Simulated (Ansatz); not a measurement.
`[SiH3]NC=S` → C• + 5 H• + N• + S• + Si•  (atomization)

Computed with Ansatz on PBE0-D4/def2-TZVP structures; ΔE is electronic, products minus reactants. CCSD(T)/CBS is the MP2 limit (def2-TZVPP, def2-QZVPP) plus CCSD(T) − MP2 in def2-TZVPP, frozen cores. This one scheme is used for every species, atoms too. Functionals use def2-TZVPP. No spin–orbit coupling; open shells (•) take unrestricted orbitals. Spin–orbit coupling would lower the free atoms: a little for C, S, Si. One conformer a species, not always the lowest.

`[SiH3]NC=S`:

```xyz
9

Si   -0.709    0.920    0.616
N     0.609   -0.085    0.044
C     0.513   -1.119   -0.816
S     1.742   -2.047   -1.342
H    -1.930    0.396   -0.036
H    -0.811    0.825    2.093
H    -0.466    2.333    0.239
H     1.561    0.078    0.354
H    -0.511   -1.300   -1.152
```

```
           level  ΔE (eV)
         ωB97M-V    32.10
            PBE0    31.75
         r2SCANh    31.68
       CAM-B3LYP    31.90
         LC-ωPBE    31.52
    MP2/def2-SVP    29.82
CCSD(T)/def2-SVP    29.61
   HF/def2-TZVPP    22.30
```

(1) What does CCSD(T)/CBS give? (An estimate is asked.)

(2) What do rigid-rotor, harmonic-oscillator terms from PBE0-D4/def2-TZVP frequencies (298.15 K, 1 bar) make of the CCSD(T)/CBS value? (Best estimate.)

Largest T1 diagnostic among the species: 0.017.

Results:

(1) The calculation gave: +31.90 eV. The listed levels differ from it by 0.20, -0.15, -0.22, 0.00, -0.38, -2.08, -2.29, -9.60 eV.

(2) The calculation gave: ΔZPE = -1.61 eV, ΔH = +30.67 eV, ΔS = 897 J/(mol·K), ΔG = +27.90 eV. Open shells count their whole term as degenerate. Modes under 50 cm⁻¹ make the entropy rough.

In def2-TZVPP, CCSD(T) changes the Hartree–Fock value by +8.59 eV (the triples alone add +0.58 eV) and MP2 by +8.99 eV; breaking electron pairs costs correlation energy, which Hartree–Fock lacks. From PBE to PBE0 (25 % exact exchange), in def2-TZVPP and without D4, ΔE moves by −0.65 eV: exact exchange takes away binding that semilocal exchange gives to molecules.

For atomizations the MP2-based limit and the directly extrapolated one differ by several kJ/mol either way, and by 10 to 25 for some Ge, Se and Sn compounds, so smaller differences from it don't rank the levels.
